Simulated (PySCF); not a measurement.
Vertical excitations of a molecule C₄H₃Cl₂F from TDA-PBE/def2-SVPD run with PySCF 2.14.0, as energy in eV (oscillator strength): 4.31 (0.004), 5.22 (0.011), 5.44 (0.053), 5.48 (0.000), 5.69 (0.020), 5.82 (0.058), 6.05 (0.007), 6.24 (0.000), 6.34 (0.069), 6.53 (0.049). Lowest triplet (TDA): 3.91 eV. Geometry optimised at TPSSh-D3(BJ)/def2-SVP. The values are those of a single conformer.

Q: Identify the compound among the candidates.
A. CC(Cl)=C=C(F)Cl
B. C=C(Cl)/C(Cl)=C/F
C. F[C@@H](Cl)C=C=CCl
D. C=C(F)C=C(Cl)Cl

A: C, F[C@@H](Cl)C=C=CCl
